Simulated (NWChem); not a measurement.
C$_{4}$H$_{4}$O$_{2}$; SMILES C#CCC(=O)O

```xyz
10

C      0.2800    -2.5207     0.5125
C     -0.0081    -1.5110    -0.0882
C     -0.3768    -0.3155    -0.8288
C     -0.0354     1.0213    -0.1959
O     -0.5962     2.0439    -0.4814
O      0.9734     0.9516     0.6719
H      0.5414    -3.4121     1.0522
H      0.1188    -0.3183    -1.8166
H     -1.4572    -0.2936    -1.0384
H      1.1221     1.8544     0.9945
```
Atoms are numbered in this order, from 1.

All runs: NWChem. The geometry was optimised at PBE0/def2-SVP. Level: PBE0/def2-SVP with SMD (1 M gas to 1 M solution), gas-phase geometry.

Q: What does the run give for solvent toluene? Quantities: solvation free energy (kcal/mol); cavity-dispersion-structure term (kcal/mol); dipole in solution (D).

A: The solvation free energy (kcal/mol) comes out as -5.9. The cavity-dispersion-structure term (kcal/mol) comes out as -1.6. The dipole in solution (D) is 1.18.
